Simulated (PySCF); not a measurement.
Distorted geometries of [Gd(H2O)4]3+

[Gd(H2O)4]3+ (singlet in the valence; each metal's 4f electrons, 7 of them, lie in its core potential, out of spins and levels). PySCF 2.14.0, RKS BP86, Gd lcecp-1-SVP with ECP53, O def2-SVP, H def2-SVP; non-relativistic Hamiltonian with scalar-relativistic core potentials where named; density fitting; no spin-orbit coupling. Relaxed geometry:

```xyz
13

Gd    0.0000    0.0000    0.0000
O     1.3859    1.2752    1.3422
H     1.3236    1.4371    2.3229
H     2.1972    1.7893    1.0790
O    -1.3858   -1.3422    1.2753
H    -2.1974   -1.0790    1.7892
H    -1.3235   -2.3229    1.4373
O     1.3859   -1.2752   -1.3422
H     2.1972   -1.7893   -1.0790
H     1.3236   -1.4371   -2.3229
O    -1.3858    1.3422   -1.2753
H    -1.3235    2.3229   -1.4373
H    -2.1974    1.0790   -1.7892
```

Problem. Order these distorted geometries by energy above the relaxed one, lowest first.
A.
```xyz
13

Gd   -0.0199   -0.0747    0.0755
O     1.3595    1.2654    1.3754
H     1.2565    1.4148    2.2169
H     2.1477    1.8544    1.1616
O    -1.3902   -1.3027    1.2685
H    -2.1643   -1.0969    1.7445
H    -1.2959   -2.2615    1.4020
O     1.3691   -1.3410   -1.3765
H     2.3266   -1.7944   -1.0384
H     1.2858   -1.5302   -2.2925
O    -1.3648    1.3776   -1.3577
H    -1.3125    2.3703   -1.4686
H    -2.1977    1.1189   -1.7107
```
B.
```xyz
13

Gd   -0.0386    0.0508   -0.0170
O     1.2739    1.2453    1.3872
H     1.1340    1.5554    2.2274
H     1.9520    1.9690    1.2301
O    -1.1526   -1.4109    1.1331
H    -2.0587   -1.1483    2.0422
H    -1.1965   -2.2639    1.3244
O     1.2885   -1.4160   -1.3008
H     1.9752   -2.0677   -1.4176
H     1.4000   -1.2922   -2.2864
O    -1.2061    1.4612   -1.2792
H    -1.1014    2.1650   -1.4065
H    -2.2698    1.1525   -1.6368
```
C.
```xyz
13

Gd    0.3325    0.1920   -0.2159
O     1.2518    1.6995    1.2508
H     1.3023    1.2447    2.2065
H     1.7927    1.8197    1.1206
O    -1.2675   -1.2871    1.1987
H    -2.2834   -1.1118    1.9655
H    -1.4988   -2.4893    1.3015
O     1.1620   -1.2006   -1.1635
H     2.1937   -1.9882   -1.0303
H     1.2203   -1.4893   -2.3222
O    -1.2621    1.1113   -1.3039
H    -1.1463    2.2735   -1.1866
H    -1.7971    1.2257   -1.8212
```

Solution. A (1.26 eV), B (6.32 eV), C (21.95 eV).

Problem. Which forces (eV/Å) act in the one that lies 1.26 eV up?

Solution. 
```
Gd   0.78  1.13 -1.78
O    1.51 -1.13 -8.91
H   -1.28  1.46  9.25
H   -0.27 -0.34 -0.25
O    2.07 -0.53 -1.25
H   -2.97  0.91  1.81
H    0.07 -1.24  0.19
O    2.72 -0.31  4.65
H   -2.94  1.26 -1.43
H   -0.04 -0.71 -2.80
O    2.73  0.41  1.82
H   -0.04 -0.35 -0.11
H   -2.34 -0.56 -1.20
```
Forces carry noise of the integration grid, about 0.01 to 0.03 eV/Å.

An lcecp potential fixes the number of 4f electrons, so in runs with it no electron can move into or out of that shell.
